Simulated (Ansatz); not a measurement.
System: NbF₃, charge 0, multiplicity 3. The spin state was set by rule; other spins were not relaxed. SMILES: [Nb]([F])([F])[F]
Geometry from a B3LYP-D3(BJ)/def2-TZVP (Ansatz, a first-principles code) optimisation:
```
Nb
F 1 1.8665
F 1 1.8900 2 127.77
F 1 1.8900 2 127.77 3 -180.00
```
Charge 0, spin multiplicity 3.

Parts of the frozen-core correlation energy in def2-SVP (Ansatz, hartree). Frozen orbitals: 7; correlated occupied orbitals by spin: 14 and 12; virtual: 52 and 54. Open shells are spin-unrestricted. No spin-orbit coupling. In def2 rows, elements after Kr have scalar-relativistic effective core potentials.

```csv
term,value
reference (HF),-354.62157
MP2 opposite-spin,?
MP2 same-spin,?
CCSD correlation,-0.66334
(T),?
T1 diagnostic,0.023
largest doubles amplitude,0.033
<S^2> of the reference,2.006
```

Question: Some entries are withheld; supply them.

Answer: 
- MP2 opposite-spin, value: -0.46871
- MP2 same-spin, value: -0.19389
- (T), value: -0.01543
